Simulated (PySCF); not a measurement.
What happened in this job?

A core-ionisation job on C3H7B, SMILES `BCC=C`. Computed with delta-SCF UKS B3LYP, pcX-2 on the ionised atom, pcseg-1 elsewhere, spin-free X2C in PySCF 2.14.0.

Driver input (Å, PBE0-D3(BJ)/def2-SVP geometry):

```
{"job": {"kind": "xps", "xc": "B3LYP"}, "charge": 0, "multiplicity": 1}
B     -1.8098     0.2558     0.2204
C     -0.4969    -0.2540    -0.4366
C      0.7590    -0.2308     0.3686
C      1.9272     0.2663    -0.0409
H     -1.9236     0.3042     1.4250
H     -2.7706     0.5126    -0.4695
H     -0.3471     0.1106    -1.4657
H     -0.8356    -1.3154    -0.5699
H      0.6841    -0.6372     1.3856
H      2.0493     0.6892    -1.0436
H      2.8031     0.2750     0.6121
```

Output:

```
ground state, core basis on atom 0 (B), 122 functions
  cycle   1  E = -143.34518823  |g| = 3.38e-01
  cycle   2  E = -143.34116329  |g| = 3.65e-01
  cycle   3  E = -143.37844534  |g| = 2.37e-02
  cycle   4  E = -143.37858452  |g| = 1.02e-02
  cycle   5  E = -143.37861635  |g| = 2.16e-03
  cycle   6  E = -143.37861706  |g| = 1.17e-03
  cycle   7  E = -143.37861750  |g| = 1.61e-04
  E(ground) = -143.37864784 Eh
hole in B 1s of atom 0
  cycle   1  E = -135.74628971  |g| = 1.15e+00
  cycle   2  E = -134.02430438  |g| = 1.86e+00
  cycle   3  E = -135.94448500  |g| = 5.74e-01
  cycle   4  E = -136.14163076  |g| = 1.42e-01
  cycle   5  E = -136.15378267  |g| = 6.90e-02
  cycle   6  E = -136.15658563  |g| = 3.09e-02
  cycle   7  E = -136.15725581  |g| = 2.18e-02
  cycle   8  E = -136.15770662  |g| = 1.73e-02
  cycle   9  E = -136.15821529  |g| = 1.11e-02
  cycle  10  E = -136.15833909  |g| = 4.00e-03
  cycle  11  E = -136.15835504  |g| = 2.73e-03
  cycle  12  E = -136.15836064  |g| = 1.19e-03
  cycle  13  E = -136.15836189  |g| = 5.58e-04
  cycle  14  E = -136.15836262  |g| = 1.83e-04
  E(ion) = -136.15834393 Eh   <S^2> = 1.0121   hole on atom = 1.000   binding energy = 196.474 eV
ground state, core basis on atom 1 (C), 122 functions
  cycle   1  E = -143.38478552  |g| = 4.17e-02
  cycle   2  E = -143.38475697  |g| = 1.62e-02
  cycle   3  E = -143.38474214  |g| = 1.78e-02
  cycle   4  E = -143.38482071  |g| = 3.47e-03
  cycle   5  E = -143.38482435  |g| = 2.04e-04
  E(ground) = -143.38451348 Eh
hole in C 1s of atom 1
  cycle   1  E = -132.14709564  |g| = 1.52e+00
  cycle   2  E = -131.62411699  |g| = 1.73e+00
  cycle   3  E = -132.65263653  |g| = 3.29e-01
  cycle   4  E = -132.67404379  |g| = 2.33e-01
  cycle   5  E = -132.70231368  |g| = 3.05e-02
  cycle   6  E = -132.70273093  |g| = 7.66e-03
  cycle   7  E = -132.70276359  |g| = 1.88e-03
  cycle   8  E = -132.70276685  |g| = 6.97e-04
  cycle   9  E = -132.70276743  |g| = 2.47e-04
  E(ion) = -132.70253058 Eh   <S^2> = 0.7593   hole on atom = 1.000   binding energy = 290.672 eV
ground state, core basis on atom 2 (C), 122 functions
  cycle   1  E = -143.38713983  |g| = 4.32e-02
  cycle   2  E = -143.38706879  |g| = 2.29e-02
  cycle   3  E = -143.38707746  |g| = 2.19e-02
  cycle   4  E = -143.38719399  |g| = 3.77e-03
  cycle   5  E = -143.38719672  |g| = 1.57e-04
  E(ground) = -143.38693668 Eh
hole in C 1s of atom 2
  cycle   1  E = -132.13843514  |g| = 1.52e+00
  cycle   2  E = -131.45740069  |g| = 1.85e+00
  cycle   3  E = -132.62616371  |g| = 4.09e-01
  cycle   4  E = -132.67569963  |g| = 2.23e-01
  cycle   5  E = -132.70160213  |g| = 3.46e-02
  cycle   6  E = -132.70223907  |g| = 8.84e-03
  cycle   7  E = -132.70231291  |g| = 4.08e-03
  cycle   8  E = -132.70235335  |g| = 2.22e-03
  cycle   9  E = -132.70237590  |g| = 1.05e-03
  cycle  10  E = -132.70237898  |g| = 4.13e-04
  E(ion) = -132.70219881 Eh   <S^2> = 0.7789   hole on atom = 1.000   binding energy = 290.747 eV
ground state, core basis on atom 3 (C), 122 functions
  cycle   1  E = -143.38654859  |g| = 4.35e-02
  cycle   2  E = -143.38639562  |g| = 2.96e-02
  cycle   3  E = -143.38645875  |g| = 2.48e-02
  cycle   4  E = -143.38661762  |g| = 1.72e-03
  cycle   5  E = -143.38661815  |g| = 1.71e-04
  E(ground) = -143.38667725 Eh
hole in C 1s of atom 3
  cycle   1  E = -132.15417836  |g| = 1.51e+00
  cycle   2  E = -131.54341050  |g| = 1.78e+00
  cycle   3  E = -132.67282586  |g| = 3.20e-01
  cycle   4  E = -132.71006845  |g| = 1.47e-01
  cycle   5  E = -132.72141458  |g| = 2.82e-02
  cycle   6  E = -132.72183343  |g| = 5.30e-03
  cycle   7  E = -132.72186021  |g| = 2.86e-03
  cycle   8  E = -132.72187105  |g| = 1.50e-03
  cycle   9  E = -132.72187498  |g| = 8.98e-04
  cycle  10  E = -132.72187535  |g| = 2.05e-04
  E(ion) = -132.72189814 Eh   <S^2> = 0.7680   hole on atom = 1.000   binding energy = 290.203 eV
```

The program numbers atoms from 0. E(ground) and E(ion) are re-evaluated on a finer grid than the cycles, so they differ from the last cycles; that is no fault.

Question: Do all binding energies of this run deserve the same trust?

Answer: No. Every hole passed the driver's convergence checks (|g| < 5e-4, core orbital emptied to over 0.9), but ⟨S²⟩ is 1.012 for B1s on atom 0, against 0.75 for a pure doublet, so the unrestricted ion state holds higher spin components.

Question: How can it be mended?

Answer: Recompute such holes with a restricted open-shell or spin-projected scheme and compare; until then these binding energies are doubtful.

The run took 14 s wall on one thread, Arm Neoverse V2 (aarch64), shared host with 96 logical CPUs at a one-minute load of 72, and the process peaked at 0.45 GiB of memory.
